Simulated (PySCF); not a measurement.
C5H4FN.
Cartesian coordinates in Å at the PBE0-D3(BJ)/def2-SVP level; atoms count from 1:
```xyz
11
C5H4FN angstrom
N      4.304   -0.116   -0.682
C      3.164   -0.222   -0.480
C      1.816   -0.350   -0.239
C      0.626   -0.471   -0.025
C     -0.798   -0.579    0.221
C     -1.515    0.763    0.125
F     -2.846    0.568    0.359
H     -1.246   -1.278   -0.507
H     -0.971   -1.010    1.222
H     -1.383    1.200   -0.879
H     -1.113    1.470    0.870
```

Method used: core-valence-separated Tamm–Dancoff BHandHLYP/aug-pcX-1 (pcseg-1 on H) in PySCF, non-relativistic, gas phase, PBE0-D3(BJ)/def2-SVP geometry. No empirical shift is added; at this level the pattern usually sits a few eV under experiment.

Question: What does the C 1s absorption edge look like?

Answer: 
```json
{"E (eV)": "283.42", "f": "0.1335", "core hole on": "C4", "main final orbital": "LUMO/LUMO+1 (2 roots, f summed)", "polarisation": "across the triple bond"}
{"E (eV)": "283.56", "f": "0.0270", "core hole on": "C3", "main final orbital": "LUMO (88 %)", "polarisation": "across the triple bond"}
{"E (eV)": "283.72", "f": "0.0262", "core hole on": "C3", "main final orbital": "LUMO+1 (89 %)", "polarisation": "across the triple bond"}
{"E (eV)": "283.85", "f": "0.0510", "core hole on": "C2", "main final orbital": "LUMO (81 %)", "polarisation": "across the triple bond"}
{"E (eV)": "283.89", "f": "0.0550", "core hole on": "C2", "main final orbital": "LUMO+1 (82 %)", "polarisation": "across the triple bond"}
{"E (eV)": "285.95", "f": "0.0027", "core hole on": "C5", "main final orbital": "LUMO (92 %)", "polarisation": "–"}
{"E (eV)": "286.09", "f": "0.0026", "core hole on": "C5", "main final orbital": "LUMO+1 (91 %)", "polarisation": "–"}
{"E (eV)": "286.87", "f": "0.0109", "core hole on": "C5", "main final orbital": "LUMO+2 (77 %)", "polarisation": "–"}
{"E (eV)": "287.23", "f": "0.0531", "core hole on": "C6", "main final orbital": "spread", "polarisation": "–"}
{"E (eV)": "287.33", "f": "0.0003", "core hole on": "C3", "main final orbital": "LUMO+2 (68 %)", "polarisation": "–"}
{"E (eV)": "287.45", "f": "0.0329", "core hole on": "C5", "main final orbital": "LUMO+5 (59 %)", "polarisation": "–"}
{"E (eV)": "287.45", "f": "0.0012", "core hole on": "C4", "main final orbital": "LUMO+2 (81 %)", "polarisation": "along the triple bond"}
{"E (eV)": "287.88", "f": "0.0103", "core hole on": "C6", "main final orbital": "LUMO (84 %)", "polarisation": "–"}
{"E (eV)": "287.90", "f": "0.0092", "core hole on": "C5", "main final orbital": "LUMO+3 (69 %)", "polarisation": "–"}
{"E (eV)": "287.93", "f": "0.0001", "core hole on": "C2", "main final orbital": "LUMO+4 (41 %)", "polarisation": "–"}
{"E (eV)": "288.24", "f": "0.0116", "core hole on": "C3", "main final orbital": "LUMO+3 (54 %)", "polarisation": "across the triple bond"}
{"E (eV)": "288.27", "f": "0.0261", "core hole on": "C6", "main final orbital": "LUMO+2 (46 %)", "polarisation": "–"}
{"E (eV)": "288.28", "f": "0.0085", "core hole on": "C5", "main final orbital": "LUMO+4 (69 %)", "polarisation": "–"}
{"E (eV)": "288.35", "f": "0.0164", "core hole on": "C6", "main final orbital": "LUMO+1 (68 %)", "polarisation": "–"}
{"E (eV)": "288.38", "f": "0.0133", "core hole on": "C3", "main final orbital": "LUMO+5 (55 %)", "polarisation": "across the triple bond"}
{"E (eV)": "288.48", "f": "0.0073", "core hole on": "C3", "main final orbital": "LUMO+4 (46 %)", "polarisation": "along the triple bond"}
{"E (eV)": "288.49", "f": "0.0032", "core hole on": "C4", "main final orbital": "LUMO+3 (81 %)", "polarisation": "across the triple bond"}
```

The first line with a tenth or more of the strongest one's intensity is at 283.42 eV (f = 0.133, sum of 2), with the hole on C4 (alkyne carbon), polarised across the triple bond: a 1s→π* resonance. It is also the strongest listed.

Question: List the nitrogen K-edge absorption lines.

Answer: 
| E (eV) | f | core hole on | main final orbital | polarisation |
| --- | --- | --- | --- | --- |
| 396.72 | 0.0594 | N1 | LUMO (78 %) | across the triple bond |
| 396.80 | 0.0591 | N1 | LUMO+1 (80 %) | across the triple bond |
| 401.63 | 0.0001 | N1 | LUMO+4 (43 %) | – |
| 402.62 | 0.0003 | N1 | LUMO+2 (63 %) | – |
| 402.80 | 0.0009 | N1 | LUMO+3 (58 %) | – |
| 402.91 | 0.0007 | N1 | LUMO+5 (51 %) | – |
| 403.28 | 0.0008 | N1 | LUMO+4 (36 %) | – |

The first line with a tenth or more of the strongest one's intensity is at 396.72 eV (f = 0.059), with the hole on N1 (nitrile nitrogen), polarised across the triple bond: a 1s→π* resonance. It is also the strongest listed.

Question: Give energies, oscillator strengths and core holes at the F K edge.

Answer: 
```json
{"E (eV)": "685.39", "f": "0.0286", "core hole on": "F7", "main final orbital": "spread"}
{"E (eV)": "686.48", "f": "0.0011", "core hole on": "F7", "main final orbital": "LUMO (30 %)"}
{"E (eV)": "686.87", "f": "0.0011", "core hole on": "F7", "main final orbital": "LUMO+1 (95 %)"}
{"E (eV)": "687.25", "f": "0.0044", "core hole on": "F7", "main final orbital": "LUMO+2 (54 %)"}
{"E (eV)": "687.46", "f": "0.0018", "core hole on": "F7", "main final orbital": "LUMO+3 (69 %)"}
{"E (eV)": "687.67", "f": "0.0006", "core hole on": "F7", "main final orbital": "LUMO+5 (86 %)"}
{"E (eV)": "688.20", "f": "0.0111", "core hole on": "F7", "main final orbital": "spread"}
```

The first line with a tenth or more of the strongest one's intensity is at 685.39 eV (f = 0.029), with the hole on F7 (alkyl fluorine). It is also the strongest listed.

Roots within 0.03 eV whose holes lie on the same, on equivalent or on shared atoms are summed into one line, and the highest roots are left out, as the search may have cut off their partners. Final orbitals are the ground state's empty Kohn–Sham orbitals. A dash: too weak, shared between unlike atoms, or no plane or axis to refer to.

Question: What is the summed oscillator strength of the listed C K lines, and their intensity-weighted mean energy?

Answer: Σf = 0.502 over 22 lines from 283.42 to 288.49 eV; the weighted mean is 285.34 eV. The strongest line holds 27 % of the sum.

Only the lowest roots of each edge were sought.

Time: 28 s wall; peak memory 1.0 GiB. Hardware: one thread, Arm Neoverse V1 (aarch64), shared host.

One conformer stands for the species.
